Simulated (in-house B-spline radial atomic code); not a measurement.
Configurations of Al, with energies counted from [Ne] 3s2 3p1. Method: scalar-relativistic (X2C) PBE, spin-polarised, spherical fractional occupations, Fermi nucleus of rms radius 3.061 fm. Calculated with an all-electron radial atomic-structure program (B-spline basis). Shells without spins written out take the highest spin.

Occupations are held fixed; configurations that lie above the ionisation limit could autoionise.

```tsv
configuration	E - E(ref) (eV)	highest orbital	its <r> (bohr)
[Ne] 3s2 4s1	2.9946	4s up	7.395
[Ne] 3s2 4p(1 up, 0 down)	3.8085	4p up	9.388
[Ne] 3s2 4f(0 up, 1 down)	4.9879	4f down	16.69
[Ne] 3s1 3p1 4s1	7.4947	4s up	7.079
[He] 2s2 2p5 3s2 3p1 4s1	78.605	4s up	6.72
[He] 2s2 2p5 3s2 3p1 4p1	79.534	4p up	8.534
```

Problem. Order these further configurations by energy, lowest first.
A. [Ne] 3s1 3p1 4p1
B. [Ne] 3s2 4d1
C. [Ne] 3s1 3p1 4f1
D. [Ne] 3s(1 up, 0 down) 3p(0 up, 1 down) 4p(0 up, 1 down)
E. [Ne] 3s1 3p2

Solution. E (3.5143 eV), B (4.7321 eV), A (8.3756 eV), D (9.5313 eV), C (9.6379 eV).

Problem. How far above the reference does [Ne] 3s2 3d(0 up, 1 down) lie?

Solution. 4.0895 eV; its least bound orbital is 3d down with <r> = 8.35 bohr.
